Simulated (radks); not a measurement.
Results of a calculation; reference values are marked as such.
Question: Species: Ta19+. Configuration: [Kr] 4d10 4f8. Code: a radial shooting solver on a logarithmic mesh with Libxc functionals. Model: Dirac Kohn-Sham, PBE, spin-unpolarised, spherical densities, point nucleus; open shells are shared between the two j in proportion to 2j + 1.

Spin-orbit splittings of the eigenvalues, e(l+1/2) - e(l-1/2), with zeta = 2 splitting/(2l+1) and mean radii in bohr:

shell  occ.  splitting (eV)  zeta (eV)  <r> j=l-1/2  <r> j=l+1/2
2p        6            1270      846.9      0.06487      0.07271
3p        6               ?          ?       0.1941       0.2086
3d       10           59.64      23.86       0.1827       0.1872
4p        6           67.02      44.68       0.4530       0.4821
4d       10           12.96      5.185       0.4894       0.4984
4f        8           2.825     0.8070       0.5067       0.5108

Estimate the 3p splitting.

Answer: 274.0 eV (zeta = 182.6 eV).
